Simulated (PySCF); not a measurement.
H₄Cl₃NOSi₂ (SMILES N[SiH2]O[Si](Cl)(Cl)Cl), singlet, geometry from GFN2-xTB, atoms displaced at random by about 0.08 Å a coordinate; PySCF with B3LYP/STO-3G, gradient.

PySCF was given this input:
```python
from pyscf import gto, scf, dft

mol = gto.Mole()
mol.atom = '''
    Si   -0.698420    0.106456    0.075911
    Cl   -2.322529   -0.985975   -0.625648
    Cl   -0.894961    2.082632   -0.435596
    Cl   -0.416769   -0.008621    1.933719
    O     0.712963   -0.418593   -0.736910
    Si    2.267969   -0.654931   -1.009877
    N     2.768563   -0.227273    0.597812
    H     2.432962   -1.764813   -1.652615
    H     2.555982    0.729742   -2.014862
    H     2.486158   -0.620122    1.366142
    H     3.890909   -0.349959    0.771287
'''
mol.basis = 'sto-3g'
mol.charge = 0
mol.spin = 0
mol.verbose = 4
mol.build()

mf = dft.RKS(mol)
mf.xc = 'b3lyp'
mf.conv_tol = 1e-4
mf.kernel()
g = mf.nuc_grad_method()
grad = g.kernel()
```

Task: What does PySCF print? Leave out banner, timings and long lists.

Result: 
```
PySCF version 2.14.0

[INPUT] verbose = 4
[INPUT] num. atoms = 11
[INPUT] num. electrons = 98
[INPUT] charge = 0
[INPUT] spin (= nelec alpha-beta = 2S) = 0
[INPUT] symmetry False subgroup None
[INPUT] Mole.unit = angstrom
[INPUT] Symbol           X                Y                Z      unit          X                Y                Z       unit  Magmom
[INPUT]  1 Si    -0.698420000000   0.106456000000   0.075911000000 AA   -1.319822519919   0.201172684317   0.143450999842 Bohr   0.0
[INPUT]  2 Cl    -2.322529000000  -0.985975000000  -0.625648000000 AA   -4.388943726360  -1.863222715668  -1.182303370382 Bohr   0.0
[INPUT]  3 Cl    -0.894961000000   2.082632000000  -0.435596000000 AA   -1.691231182167   3.935604098255  -0.823157140956 Bohr   0.0
[INPUT]  4 Cl    -0.416769000000  -0.008621000000   1.933719000000 AA   -0.787579267209  -0.016291328920   3.654199311868 Bohr   0.0
[INPUT]  5 O      0.712963000000  -0.418593000000  -0.736910000000 AA    1.347304806948  -0.791026127660  -1.392558078453 Bohr   0.0
[INPUT]  6 Si     2.267969000000  -0.654931000000  -1.009877000000 AA    4.285840269004  -1.237640220488  -1.908390949497 Bohr   0.0
[INPUT]  7 N      2.768563000000  -0.227273000000   0.597812000000 AA    5.231825828604  -0.429483725508   1.129700953978 Bohr   0.0
[INPUT]  8 H      2.432962000000  -1.764813000000  -1.652615000000 AA    4.597631851474  -3.335013231072  -3.122989739348 Bohr   0.0
[INPUT]  9 H      2.555982000000   0.729742000000  -2.014862000000 AA    4.830105959318   1.379012521592  -3.807537358793 Bohr   0.0
[INPUT] 10 H      2.486158000000  -0.620122000000   1.366142000000 AA    4.698157722396  -1.171860743818   2.581634227266 Bohr   0.0
[INPUT] 11 H      3.890909000000  -0.349959000000   0.771287000000 AA    7.352752385605  -0.661326664827   1.457521193437 Bohr   0.0

nuclear repulsion = 756.20984700771
number of shells = 35
number of NR pGTOs = 177
number of NR cGTOs = 59
basis = sto-3g
ecp = {}

******** <class 'pyscf.dft.rks.RKS'> ********
method = RKS
initial guess = minao
damping factor = 0
level_shift factor = 0
DIIS = <class 'pyscf.scf.diis.CDIIS'>
diis_start_cycle = 1
diis_space = 8
diis_damp = 0
SCF conv_tol = 0.0001
SCF conv_tol_grad = None
SCF max_cycles = 50
direct_scf = True
direct_scf_tol = 1e-13
XC library pyscf.dft.libxc version 7.1.2
    S. Lehtola, C. Steigemann, M. J. T. Oliveira, and M. A. L. Marques,  SoftwareX 7, 1–5 (2018)
XC functionals = b3lyp
    P. J. Stephens, F. J. Devlin, C. F. Chabalowski, and M. J. Frisch,  J. Phys. Chem. 98, 11623 (1994)
radial grids:
    Treutler-Ahlrichs [JCP 102, 346 (1995); DOI:10.1063/1.469408] (M4) radial grids

becke partition: Becke, JCP 88, 2547 (1988); DOI:10.1063/1.454033
pruning grids: <function nwchem_prune>
grids dens level: 3
symmetrized grids: False
atomic radii adjust function: <function treutler_atomic_radii_adjust>
small_rho_cutoff = 0
Set gradient conv threshold to 0.01
Initial guess from minao.
tot grids = 162216
init E= -2068.43912447492
  HOMO = -0.366492665248822  LUMO = -0.0971553495747591  gap/eV = 7.32904
cycle= 1 E= -2068.18713602607  delta_E= 0.252  |g|= 0.902  |ddm|= 4.22
  HOMO = -0.0146547861698954  LUMO = 0.0107843775469482  gap/eV = 0.69223
cycle= 2 E= -2067.17187147007  delta_E= 1.02  |g|= 2.31  |ddm|= 4.41
  HOMO = -0.132749569442483  LUMO = 0.0574993221815088  gap/eV = 5.17694
cycle= 3 E= -2068.46127568953  delta_E= -1.29  |g|= 0.322  |ddm|= 3.43
  HOMO = -0.146919657724485  LUMO = 0.0690340051810292  gap/eV = 5.87640
cycle= 4 E= -2068.49664203858  delta_E= -0.0354  |g|= 0.123  |ddm|= 0.782
  HOMO = -0.150685647073813  LUMO = 0.0585175902520727  gap/eV = 5.69271
cycle= 5 E= -2068.5015852291  delta_E= -0.00494  |g|= 0.0148  |ddm|=  0.2
  HOMO = -0.156503112174432  LUMO = 0.059115789685515  gap/eV = 5.86729
cycle= 6 E= -2068.50167426826  delta_E= -8.9e-05  |g|= 0.00358  |ddm|= 0.0355
  HOMO = -0.15534896770177  LUMO = 0.0602388185304749  gap/eV = 5.86644
Extra cycle  E= -2068.50167472504  delta_E= -4.57e-07  |g|= 0.00369  |ddm|= 0.0136
converged SCF energy = -2068.50167472504

******** <class 'pyscf.grad.rks.Gradients'> for <class 'pyscf.dft.rks.RKS'> ********
unit = Eh/Bohr
grid_response = False
--------------- RKS gradients ---------------
         x                y                z
0 Si    -0.0832018789     0.0273473939     0.1684829170
1 Cl     0.0103373438     0.0066634956     0.0018227366
2 Cl     0.0100680481    -0.0289942069     0.0082950758
3 Cl    -0.0128592494     0.0132208214    -0.1441912290
4 O     0.1334078236    -0.0059881780    -0.0261970796
5 Si     0.0028341173    -0.1802034276    -0.0124041396
6 N    -0.1795222909    -0.0685893516     0.1319215087
7 H    -0.0207710559     0.0958722637     0.0473493328
8 H    -0.0035095188     0.0671566249    -0.0407450825
9 H     0.0841818283     0.0909308190    -0.1522180270
10 H     0.0589756355    -0.0174121689     0.0179193070
----------------------------------------------
```
